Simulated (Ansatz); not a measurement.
The pair A = CH2O2 (SMILES O=CO) (first 5 atoms), B = H2Se (SMILES [SeH2]); geometry from B3LYP-D3(BJ)/def2-TZVP.
(charge 0, multiplicity 1):
| atom | x (Å) | y (Å) | z (Å) |
|---|---|---|---|
| O | 1.0693 | -0.9998 | 0.8477 |
| C | 0.4678 | -0.5517 | -0.0912 |
| O | -0.6000 | 0.2466 | -0.0290 |
| H | 0.7274 | -0.7476 | -1.1402 |
| H | -0.8229 | 0.4149 | 0.9134 |
| Se | -1.0096 | 0.5339 | 3.4171 |
| H | 0.1260 | -0.3565 | 3.1263 |
| H | -1.9401 | -0.6044 | 3.4603 |

Frozen-core correlation. Filled d and f shells under p-block atoms count as core. MP2 and its Hartree–Fock in aug-cc-pVQZ, aug-cc-pVTZ are density fitted.

Programs: Ansatz (a program for electronic structure) with Gaussian orbitals. Each number belongs to the level named beside it.

The counterpoise-corrected interaction energy is E(AB) − E(A in the pair's basis) − E(B in the pair's basis). Total energies (hartree):

| level | AB | A in the pair's basis | B in the pair's basis |
|---|---|---|---|
| HF/aug-cc-pVTZ | -2589.8951521 | -188.8436913 | -2401.0489512 |
| MP2/aug-cc-pVTZ | -2590.7163716 | -189.4864895 | -2401.2221411 |
| HF/aug-cc-pVQZ | -2589.9107610 | -188.8560423 | -2401.0522348 |
| MP2/aug-cc-pVQZ | -2590.7857930 | -189.5399274 | -2401.2377752 |
| MP2/aug-cc-pVDZ | -2590.4455151 | -189.3262617 | -2401.1125637 |
| CCSD(T)/aug-cc-pVDZ | -2590.5012139 | -189.3557584 | -2401.1392251 |

### Question
Work out the counterpoise-corrected interaction energy at the basis-set limit: extrapolate the MP2 correlation part as X⁻³, take Hartree–Fock from the larger set, and add the CCSD(T) − MP2 difference of aug-cc-pVDZ.

### Answer

1. Differences (1 hartree = 627.509 kcal/mol): HF/aug-cc-pVTZ -1.575; MP2/aug-cc-pVTZ -4.858; HF/aug-cc-pVQZ -1.559; MP2/aug-cc-pVQZ -5.077; MP2/aug-cc-pVDZ -4.198; CCSD(T)/aug-cc-pVDZ -3.910.
2. Correlation parts, MP2 less HF: -3.283 in aug-cc-pVTZ (X = 3), -3.518 in aug-cc-pVQZ (X = 4).
3. Limit (4³·(-3.518) − 3³·(-3.283))/(4³ − 3³) = -3.690; with HF/aug-cc-pVQZ it gives -5.248.
4. CCSD(T) less MP2 in aug-cc-pVDZ: 0.288.
Result: -4.96 kcal/mol, against -4.86 at MP2/aug-cc-pVTZ. It is an estimate of this method's limit, not of the exact value.
